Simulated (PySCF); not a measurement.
SMILES C[CH][Se]CC (C4H9Se), doublet, PBE0/def2-SVP optimised geometry.

```
14

C      1.48    -2.14     0.14
C      0.73    -0.86     0.00
Se    -1.14    -0.86     0.00
C     -1.42     1.07     0.00
C     -1.06     1.75     1.31
H      2.49    -1.95     0.55
H      0.97    -2.84     0.83
H      1.61    -2.67    -0.82
H      1.22     0.02    -0.42
H     -2.49     1.19    -0.24
H     -0.85     1.48    -0.85
H      0.00     1.59     1.55
H     -1.24     2.84     1.24
H     -1.66     1.35     2.14
```

Density from unrestricted PBE0/def2-TZVP run with PySCF at that geometry.

Minimum of the electron density along straight lines between bonded atoms, close to the bond critical point (lines longer than 1.1 times the sum of covalent radii, or with two minima, are not listed):

```json
[
 {"bond": "C1–C2", "length / Å": "1.486", "ρ at the minimum / e bohr⁻³": "0.261", "∇²ρ there / e bohr⁻⁵": "-0.68", "position (fraction from the first atom)": "0.49"},
 {"bond": "C2–Se3", "length / Å": "1.863", "ρ at the minimum / e bohr⁻³": "0.173", "∇²ρ there / e bohr⁻⁵": "-0.20", "position (fraction from the first atom)": "0.50"},
 {"bond": "Se3–C4", "length / Å": "1.955", "ρ at the minimum / e bohr⁻³": "0.150", "∇²ρ there / e bohr⁻⁵": "-0.17", "position (fraction from the first atom)": "0.52"},
 {"bond": "C4–C5", "length / Å": "1.515", "ρ at the minimum / e bohr⁻³": "0.250", "∇²ρ there / e bohr⁻⁵": "-0.63", "position (fraction from the first atom)": "0.51"},
 {"bond": "C1–H6", "length / Å": "1.102", "ρ at the minimum / e bohr⁻³": "0.270", "∇²ρ there / e bohr⁻⁵": "-0.90", "position (fraction from the first atom)": "0.64"},
 {"bond": "C1–H7", "length / Å": "1.102", "ρ at the minimum / e bohr⁻³": "0.271", "∇²ρ there / e bohr⁻⁵": "-0.91", "position (fraction from the first atom)": "0.64"},
 {"bond": "C1–H8", "length / Å": "1.109", "ρ at the minimum / e bohr⁻³": "0.265", "∇²ρ there / e bohr⁻⁵": "-0.87", "position (fraction from the first atom)": "0.64"},
 {"bond": "C2–H9", "length / Å": "1.095", "ρ at the minimum / e bohr⁻³": "0.274", "∇²ρ there / e bohr⁻⁵": "-0.93", "position (fraction from the first atom)": "0.65"},
 {"bond": "C4–H10", "length / Å": "1.101", "ρ at the minimum / e bohr⁻³": "0.275", "∇²ρ there / e bohr⁻⁵": "-0.93", "position (fraction from the first atom)": "0.65"},
 {"bond": "C4–H11", "length / Å": "1.101", "ρ at the minimum / e bohr⁻³": "0.275", "∇²ρ there / e bohr⁻⁵": "-0.93", "position (fraction from the first atom)": "0.65"},
 {"bond": "C5–H12", "length / Å": "1.100", "ρ at the minimum / e bohr⁻³": "0.273", "∇²ρ there / e bohr⁻⁵": "-0.92", "position (fraction from the first atom)": "0.64"},
 {"bond": "C5–H13", "length / Å": "1.103", "ρ at the minimum / e bohr⁻³": "0.270", "∇²ρ there / e bohr⁻⁵": "-0.90", "position (fraction from the first atom)": "0.64"},
 {"bond": "C5–H14", "length / Å": "1.100", "ρ at the minimum / e bohr⁻³": "0.273", "∇²ρ there / e bohr⁻⁵": "-0.92", "position (fraction from the first atom)": "0.64"}
]
```
